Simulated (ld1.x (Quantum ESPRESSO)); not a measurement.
Before and after: TM potential for gallium (Ga)

ld1.x (Quantum ESPRESSO) 7.5 input, shortened:

```
&input
   title='Ga', zed=31., rel=1, dft='BLYP', iswitch=3,
   config='[Ar] 3d10 4s2 4p1'
 /
 &inputp
   pseudotype=2, tm=.true., lloc=1,
   nlcc=.false.
 /
2
4S  1  0   2.00   0.00  2.00  2.00  0.0
4P  2  1   1.00   0.00  2.00  2.00  0.0
 &test
   configts(1)='4s2 4p1'
 /
```

Change: all radii scaled by about 0.85 (s 1.70, p 1.70 bohr).

Cutoffs: the cutoffs (Ry, on a coarse ladder) from which the occupation-weighted sum of valence levels, in a spherical-Bessel basis at the reference potential, stays within 10 and 1 mRy of its value at 400 Ry; they do not see the model core or the augmentation charge, which bear on the density cutoff. Errors are all-electron minus pseudo energies relative to the spin-unpolarised reference configuration.

Task: Predict the effect on cutoff, ghosts and configuration errors.

Result: The potential gets neither clearly harder nor softer (15 Ry and 35 Ry → 15 Ry and 40 Ry); both files keep a bound ghost (s); of the 7 tests that both files solve, the error grows in 3 and shrinks in 0 by more than 15 % and 0.3 meV (median size 20.8 → 24.0 meV). That the errors move this way runs against the usual rule that smaller radii transfer better.

```csv
quantity,base,changed
"cutoff, loose",15 Ry,15 Ry
"cutoff, tight",35 Ry,40 Ry
bound ghosts,s,s
"error for 4s2 4p0, meV [ΔE 5.67 eV]",+21,+23
"error for 4s1 4p0, meV [ΔE 26.91 eV]",+166,+176
"error for 4s2 4p0.5, meV [ΔE 2.01 eV]",+3.6,+4.0
"error for 4s1 4p1, meV [ΔE 13.05 eV]",+25,+29
"error for 4s1 4p2, meV [ΔE 6.58 eV]",+20,+24
"error for 4s0 4p3, meV [ΔE 13.51 eV]",+117,+141
"error for 4s2 4p1.3, meV [ΔE -0.51 eV]",+0.7,+0.7
```

 A true bound ghost makes a file unfit for plane-wave use even where its test errors are small: the radial tests pick states by their node count and pass the ghost by.
